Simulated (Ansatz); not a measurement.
`N=C([SiH3])S` + `O[SiH3]` → `N=C([SiH3])O[SiH3]` + H₂S  (substitution at a C–S bond)

Program: Ansatz. Geometries: PBE0-D4/def2-TZVP. ΔE: electronic, gas phase. CCSD(T)/CBS is the MP2 limit (def2-TZVPP, def2-QZVPP) plus CCSD(T) − MP2 in def2-TZVPP, frozen cores. This one scheme is used for every species. Functionals use def2-TZVPP. B3LYP here is the variant with VWN-RPA as its local correlation; programs differ in this. One conformer a species, not always the lowest.

```tsv
level	ΔE (kcal/mol)	difference from CCSD(T)/CBS
r2SCAN-D4	-2.8	-0.4
B3LYP-D4	-3.5	-1.1
ωB97X-V	-4.8	-2.4
PBE	-2.0	0.4
r2SCAN	-2.6	-0.2
PBE0	-2.9	-0.5
B3LYP	-3.0	-0.6
HF/def2-TZVPP	-5.7	-3.3
MP2/def2-TZVPP	-2.2	0.2
SCS-MP2/def2-TZVPP	-2.7	-0.3
CCSD/def2-TZVPP	-4.0	-1.6
CCSD(T)/def2-TZVPP	-3.6	-1.2
HF/def2-QZVPP	-5.7	-3.3
MP2/def2-QZVPP	-1.6	0.8
SCS-MP2/def2-QZVPP	-2.1	0.3
HF/CBS(def2)	-5.7	-3.3
CCSD(T)/CBS	-2.4	0
```

Largest T1 diagnostic among the species: 0.014.

From PBE to PBE0 (25 % exact exchange), in def2-TZVPP and without D4, ΔE moves by −0.9 kcal/mol. In def2-TZVPP, CCSD(T) changes the Hartree–Fock value by +2.1 kcal/mol (the triples alone add +0.4 kcal/mol) and MP2 by +3.5 kcal/mol.
